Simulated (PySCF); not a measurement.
boron oxyfluoride (BFO), SMILES O=BF. Geometry: PBE0-D3(BJ)/def2-TZVP.

Give the equilibrium geometry at PBE0-D3(BJ)/def2-TZVP (PySCF confirms it by a frequency run) as bond lengths and angles, and its point group. (The exact figures need the calculation; the answer reports its results.)

point group C∞v.
Atoms: F1 B2 O3. Bond lengths (Å): F1–B2 1.282, B2–O3 1.206. Bond angles (°): F1–B2–O3 180.0.
Charge 0, spin multiplicity 1.
